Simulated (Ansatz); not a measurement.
B₂FH₄NSi (`NB1[SiH2]B1F`), 9 atoms. Charge 0, multiplicity 1. All runs use 2 threads of an AMD EPYC 7R43 on a shared host. Correlated methods freeze the cores.

Q: How many basis functions does each run have, and how long does it take in Ansatz? RKS PBE0-D4/def2-TZVP relaxation (13 steps); RKS ωB97M-V/def2-QZVPP energy; RKS PBE0-D4/def2-QZVPP energy; RKS ωB97X-V/def2-TZVPP energy; RHF-MP2/def2-QZVPP energy; RKS PBE0-D4/def2-SVP energy; RHF-CCSD(T)/def2-TZVPP energy; direct RPA on PBE orbitals/def2-TZVPP energy; RKS PBE0-D4/def2-TZVP frequencies; RKS CAM-B3LYP-D4/def2-TZVPP energy; RKS ωB97M-V/def2-SVP energy; RKS B3LYP-D4/def2-TZVPP energy and forces. (An estimate is asked.)

A: The calculation gave: Other jobs shared the machine, so times are rough.

```csv
level,job,functions,wall time,peak host memory (GiB)
RKS PBE0-D4/def2-SVP,energy,94,1.1 s,0.19
RKS CAM-B3LYP-D4/def2-TZVPP,energy,222,3.8 s,0.52
RKS ωB97M-V/def2-SVP,energy,94,3.9 s,0.27
RKS B3LYP-D4/def2-TZVPP,energy and forces,222,4.9 s,0.53
direct RPA on PBE orbitals/def2-TZVPP,energy,222,6 s,0.48
RKS ωB97X-V/def2-TZVPP,energy,222,8 s,0.57
RKS PBE0-D4/def2-QZVPP,energy,418,9 s,1.1
RHF-MP2/def2-QZVPP,energy,418,21 s,2.1
RKS ωB97M-V/def2-QZVPP,energy,418,21 s,1.4
RKS PBE0-D4/def2-TZVP,relaxation (13 steps),185,48 s,0.43
RHF-CCSD(T)/def2-TZVPP,energy,222,90 s,3.5
RKS PBE0-D4/def2-TZVP,frequencies,185,2.1 min,0.43
```

B3LYP here is the variant with VWN-RPA as its local correlation; programs differ in this.
